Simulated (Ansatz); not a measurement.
Program: Ansatz. Geometries: PBE0-D4/def2-TZVP. ΔE: electronic, gas phase. CBS: MP2 limit from def2 TZ/QZ plus the TZ coupled-cluster correction, frozen cores. This one scheme is used for every species. DFT in def2-TZVPP. B3LYP here is the variant with VWN-RPA as its local correlation; programs differ in this. For Ge outer-core shells are correlated without core-valence functions, which leaves a few kJ/mol of doubt a bond. Scalar relativity is left out up to krypton.

Consider the hydrogenolysis of a Ge–O bond: `[SiH3][O][GeH]` + H₂ → `[GeH2]` + silanol.

**Question.** Is it downhill or uphill in electronic energy at CCSD(T)/CBS, and by how much? (Best estimate.)

**Answer.** Computed: Uphill: ΔE = +18.8 kcal/mol.

**Question.** What do these levels give: BLYP-D4, B97M-V, B3LYP-D4, PBE-QIDH, r2SCAN0, CAM-B3LYP, RPA@PBE/def2-TZVPP, CCSD(T)/def2-SVP, HF/def2-QZVPP, SCS-MP2/def2-QZVPP, MP2/CBS(def2), CCSD/CBS(def2)? (Estimate.)

**Answer.** The calculation gave: BLYP-D4 21.5, B97M-V 18.0, B3LYP-D4 19.5, PBE-QIDH 17.4, r2SCAN0 17.4, CAM-B3LYP 17.3, RPA@PBE/def2-TZVPP 18.1, CCSD(T)/def2-SVP 17.5, HF/def2-QZVPP 13.7, SCS-MP2/def2-QZVPP 20.0, MP2/CBS(def2) 21.2, CCSD/CBS(def2) 17.3 kcal/mol.

Largest T1 diagnostic among the species: 0.014.

At CCSD(T), def2-SVP lies −1.3 kcal/mol from the extrapolated value and def2-TZVPP −0.6 kcal/mol. From r2SCAN to r2SCAN0 (25 % exact exchange), in def2-TZVPP and without D4, ΔE moves by −2.1 kcal/mol. The D4 term adds +2.1 kcal/mol with B3LYP and +1.1 kcal/mol with PBE0; it sums over pairs of atoms, weighted by their polarisabilities, and B3LYP, whose exchange is more repulsive, gets the larger term.
